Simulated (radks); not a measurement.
The numbers below are computed, except where a source is named.
The silicon ion Si8+, 6 electrons, occupied as 1s1 2s2 2p(1/2: 2, 3/2: 1) (not the ground configuration).

Code: a radial shooting solver on a logarithmic mesh with Libxc functionals. Model: Dirac Kohn-Sham, relativistic LDA (MacDonald-Vosko exchange, VWN5 correlation), spin-unpolarised, spherical densities, finite nucleus; Fermi nuclear charge, rms radius 3.1224 fm.

Energy parts (eV):
part                      energy
total                  -5036.181
kinetic                 5049.337
electron-nucleus      -10992.054
Hartree                 1177.375
exchange-correlation    -270.840

Orbitals (lengths in bohr, moments of r in powers of bohr; r(90%) holds 90 % of the orbital's charge):
| orbital | occ. | eigenvalue (eV) | r(90%) | <r> |
|---|---|---|---|---|
| 1s1/2 | 1 | -2179.099 | 0.194 | 0.1090 |
| 2s1/2 | 2 | -371.6569 | 0.757 | 0.4905 |
| 2p1/2 | 2 | -341.2283 | 0.697 | 0.4272 |
| 2p3/2 | 1 | -340.1288 | 0.699 | 0.4287 |

The highest occupied level is 2p3/2 at -340.13 eV. Summed over all electrons, <r^2> = 1.253 bohr^2, which gives a Langevin (diamagnetic) susceptibility term of -0.992 x 10^-6 cm^3/mol. The density falls to 0.001 e/bohr^3 at r = 1.41 bohr. The electron density at the nucleus is 1086 e/bohr^3.
